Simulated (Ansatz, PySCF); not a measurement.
Here is a job for Ansatz (a program for electronic structure).
Ansatz 0.2 input:
```yaml
crystal:
  periodic: [false, false, false]
  atoms:
    - {symbol: O, position_ang: [-1.48961561, 0.17688023, -0.04245102]}
    - {symbol: Si, position_ang: [-0.00491603, -0.05453814, 0.03992787]}
    - {symbol: O, position_ang: [1.49821866, -0.08143848, -0.02742276]}
basis:
  gaussian:
    orbitals: def2-TZVP
hamiltonian:
  xc: b3lyp
total_charge: 1
magnetization: {spin_polarized: true, initial_magnetization: 1}
accuracy: high
```

**Question.** Convert this to an input for PySCF.

**Answer.** One answer among several that fit: 
```python
from pyscf import gto, scf, dft

mol = gto.M(
    atom='''
O    -1.48961561    0.17688023   -0.04245102
Si   -0.00491603   -0.05453814    0.03992787
O     1.49821866   -0.08143848   -0.02742276
''',
    basis='def2-tzvp',
    charge=1,
    spin=1,
    verbose=4,
)

mf = dft.UKS(mol)
mf.xc = 'b3lyp'
mf.grids.atom_grid = (99, 590)
mf.grids.prune = None
mf.kernel()
```

Both were run: Ansatz gave -439.583793 Eh and PySCF -439.583793 Eh, 0.000 mEh apart.
